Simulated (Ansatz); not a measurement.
Consider the ligand exchange at the Si–O bond: `[SiH3][O][Sc]([Cl])[Cl]` + `COB(C)O` → `COB(C)O[SiH3]` + `[OH][Sc]([Cl])[Cl]`.

Gas-phase electronic energies from Ansatz, PBE0-D4/def2-TZVP geometries. CCSD(T)/CBS adds triple-zeta CCSD(T) − MP2 to the extrapolated MP2 energy (def2 sets, frozen cores). Functionals use def2-TZVPP. For Sc outer-core shells are correlated without core-valence functions, which leaves a few kJ/mol of doubt a bond. Scalar relativity is left out up to krypton. Each species was taken in one conformer, which may not be the lowest.

`[SiH3][O][Sc]([Cl])[Cl]`:

```xyz
8

Si    0.233   -1.284   -0.928
O    -0.009    0.038    0.016
Sc   -0.277    1.517    1.092
Cl   -0.838    1.186    3.289
Cl   -0.027    3.600    0.170
H     1.445   -2.007   -0.464
H    -0.946   -2.184   -0.834
H     0.420   -0.865   -2.341
```

`COB(C)O`:

Cartesian coordinates in Å:
```
C -1.433 -0.486 -0.771
O -0.292 -1.094 -0.212
B 0.718 -0.360 0.346
C 0.712 1.206 0.444
O 1.778 -1.061 0.841
H -1.186 0.047 -1.694
H -1.900 0.217 -0.075
H -2.151 -1.273 -1.006
H -0.117 1.557 1.067
H 1.639 1.584 0.874
H 0.573 1.670 -0.538
H 1.658 -2.008 0.724
```

`COB(C)O[SiH3]`:

Cartesian coordinates in Å:
```
C -1.924 -0.782 1.419
O -0.518 -0.663 1.488
B 0.230 -0.168 0.472
C 1.788 -0.076 0.655
O -0.394 0.235 -0.684
Si 0.170 0.868 -2.093
H -2.302 -0.577 0.416
H -2.200 -1.796 1.712
H -2.378 -0.080 2.123
H 2.307 -0.659 -0.113
H 2.135 0.957 0.542
H 2.108 -0.438 1.632
H -1.003 1.104 -2.967
H 0.876 2.152 -1.846
H 1.104 -0.078 -2.756
```

`[OH][Sc]([Cl])[Cl]`:

Cartesian coordinates in Å:
```
O 0.554 -1.092 -0.580
Sc -0.194 0.380 0.201
Cl -0.423 0.447 2.484
Cl -0.882 2.126 -1.121
H 0.945 -1.862 -0.984
```

```
                  species  PBE-D4 energy (Eh)
`[SiH3][O][Sc]([Cl])[Cl]`         -2047.15309
                `COB(C)O`          -255.62630
          `COB(C)O[SiH3]`          -546.20489
     `[OH][Sc]([Cl])[Cl]`         -1756.56702
```

Work out ΔE.

ΔE = (-546.20489) + (-1756.56702) − (-2047.15309) − (-255.62630) = 0.00748 Eh = +19.6 kJ/mol. CCSD(T)/CBS gives +22.0 kJ/mol.

Largest T1 diagnostic among the species: 0.015.

The D4 term adds −3.1 kJ/mol with B3LYP and −1.8 kJ/mol with PBE0; it sums over pairs of atoms, weighted by their polarisabilities, and B3LYP, whose exchange is more repulsive, gets the larger term.

B3LYP here is the variant with VWN-RPA as its local correlation; programs differ in this.
